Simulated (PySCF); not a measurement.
## The 2-electron isoelectronic series, non-relativistic

Calculated with PySCF 2.14 from differences of total energies of unrestricted determinants, without spin-orbit coupling. Each ion has its own even-tempered basis scaled to its charge (15s7p4d3f3g for the first); frozen: nothing. Ionisation energies in eV, correlation energies of the ion in mhartree.

```
  ion  configuration      UHF  MP2 (all electrons)  CCSD (all electrons)  CCSD(T) (all electrons)  CCSDT (all electrons)  FCI (all electrons)      LDA  E_corr MP2  E_corr CCSD(T)  NIST (with spin-orbit, Breit and QED)
Zr³⁸⁺       1s2 (1S)  21091.8              21093.1               21093.1                  21093.1                21093.1              21093.1  21050.3       -45.4           -45.7                            21516.5 (t)
Mo⁴⁰⁺       1s2 (1S)  23289.2              23290.4               23290.4                  23290.4                23290.4              23290.4  23245.2       -45.5           -45.7                            23810.7 (t)
Ru⁴²⁺       1s2 (1S)  25595.3              25596.6               25596.6                  25596.6                25596.6              25596.6  25549.0       -45.5           -45.8                            26229.9 (t)
Pd⁴⁴⁺       1s2 (1S)  28010.3              28011.6               28011.6                  28011.6                28011.6              28011.6  27961.7       -45.5           -45.8                            28776.0 (t)
Cd⁴⁶⁺       1s2 (1S)  30534.2              30535.4               30535.4                  30535.4                30535.4              30535.4  30483.2       -45.5           -45.8                            31451.1 (t)
Sn⁴⁸⁺       1s2 (1S)  33166.9              33168.1               33168.1                  33168.1                33168.1              33168.1  33113.5       -45.5           -45.8                            34257.1 (t)
Te⁵⁰⁺       1s2 (1S)  35908.4              35909.7               35909.7                  35909.7                35909.7              35909.7  35852.7       -45.6           -45.8                            37196.5 (t)
Xe⁵²⁺       1s2 (1S)  38758.8              38760.1               38760.1                  38760.1                38760.1              38760.1  38700.7       -45.6           -45.8                            40271.7 (t)
Ba⁵⁴⁺       1s2 (1S)  41718.1              41719.3               41719.3                  41719.3                41719.3              41719.3  41657.6       -45.6           -45.8                            43485.4 (t)
La⁵⁵⁺       1s2 (1S)  43238.5              43239.7               43239.7                  43239.7                43239.7              43239.7      n/a         n/a           -45.8                            45145.0 (t)
```

Each ion has its own basis, which adds noise of up to about 0.1 % along the series.

NIST values marked (s) are semi-empirical, (t) theoretical. Open shells are high-spin determinants of the terms that Hund's rules give.

All relativistic terms are absent from the calculated values; where these lie close to NIST, scalar and spin-orbit shifts of opposite sign can cancel.
